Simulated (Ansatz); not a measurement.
Br$_{4}$Si, charge +1, doublet, geometry from GFN2-xTB (a state made from the parent by changing its charge; the spin is typed, not shown lowest); BLYP/def2-SVP in Ansatz (an electronic-structure program).

Here is a job for Ansatz.
Ansatz 0.2 input:
```yaml
crystal:
  periodic: [false, false, false]
  atoms:
    - {symbol: Br, position_ang: [-1.18518439, -1.48795623, -1.16312035]}
    - {symbol: Si, position_ang: [0.00000000, 0.00000000, -0.00000000]}
    - {symbol: Br, position_ang: [-1.11591421, 1.92799319, 0.09540675]}
    - {symbol: Br, position_ang: [1.96640642, 0.32802890, -0.99858277]}
    - {symbol: Br, position_ang: [0.33469218, -0.76806587, 2.06629637]}
basis:
  gaussian:
    orbitals: def2-SVP
    final_grid: {core_spheres: 4, valence_spheres: 8, degree: 17}
hamiltonian:
  xc: blyp
total_charge: 1
magnetization: {spin_polarized: true, initial_magnetization: 1}
```

The log (banner, timings and long lists left out):

```
Functional definition: BLYP
1576 factors; their error is unknown
mean field evaluation 1: about -288023.3553 eV, gradient 1.4e1 eV
mean field evaluation 2: about -288020.5472 eV, gradient 2.3e1 eV
mean field evaluation 4: about -288023.6798 eV, gradient 9.2e0 eV
mean field evaluation 8: about -288024.0488 eV, gradient 6.4e0 eV
mean field evaluation 16: about -288024.2994 eV, gradient 2.3e-4 eV
mean field evaluation 32: about -288024.2560 eV, gradient 3.3e-4 eV
mean field evaluation 64: about -288024.2640 eV, gradient 7.2e-1 eV
mean field evaluation 96: about -288022.8269 eV, gradient 1.3e1 eV
mean field evaluation 128: about -288024.2500 eV, gradient 6.2e-1 eV
mean field -288024.29940344 eV, -10584.6977731945 hartree, gradient 1.5e-6 eV, S^2 0.750880; 15 other end points of the search recorded, 0 dependent functions left out
reference -288024.29976963 eV, -10584.6977866517 hartree; 77, 76 occupied and 69, 70 virtual orbitals, 1576 factors
Total energy: -288024.29976963 eV, -10584.6977866517 hartree
```
